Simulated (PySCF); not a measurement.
Molecule: SMILES CC(=S)[C@H]1CC=CC1=O, C$_{7}$H$_{8}$OS.

Bonds (- single, = double, # triple, : aromatic): C1-C2, C2=S3, C2-C4, C4-C5, C5-C6, C6=C7, C7-C8, C8=O9, C8-C4. C1 carries H10, H11, H12; C4 carries H13; C5 carries H14, H15; C6 carries H16; C7 carries H17. Stereochemistry as in CC(=S)[C@H]1CC=CC1=O. H15 is cis to C2 on the ring; H14 is trans to C2 on the ring.

Frames of a GFN2-xTB Langevin trajectory at 300 K; GIAO PBE0/pcSseg-1 shieldings in PySCF 2.14, gas phase, non-relativistic; equivalent atoms averaged within each frame.

Chemical shifts δ = σref − σ; $^{13}$C (186.93 ppm) and $^{1}$H (31.72 ppm) vs TMS; $^{33}$S (503.73 ppm) vs CS2; $^{17}$O (336.08 ppm) against H2O, all at this level. The references are static minima.

How do the shifts (ppm) fluctuate along the trajectory?

Results:


```
         time (fs)     C2     C8     C6     C7    C4    C1    C5   S3     O9   H16
               250  259.8  196.1  174.2  132.5  63.7  42.8  40.1  925  572.1  7.99
               425  262.6  215.7  185.9  135.9  74.9  50.7  36.6  865  620.8  8.46
               625  261.6  196.9  164.5  131.3  78.3  43.3  43.0  911  575.0  7.79
               800  266.1  212.8  193.7  130.9  66.3  46.8  48.5  905  654.7  8.88
              1000  261.8  198.8  171.7  137.1  69.2  40.2  43.9  932  592.0  7.71
    mean of frames  262.4  204.1  178.0  133.6  70.5  44.7  42.4  908  602.9  8.17
standard deviation    2.3    9.4   11.7    2.8   6.0   4.1   4.4   26   34.8  0.49
```

5 frames give an uncertainty of the mean of about the standard deviation over 2.2 at best, since frames this close in time may not be independent; classical motion lacks zero-point vibration, and the reference would need the same averaging.
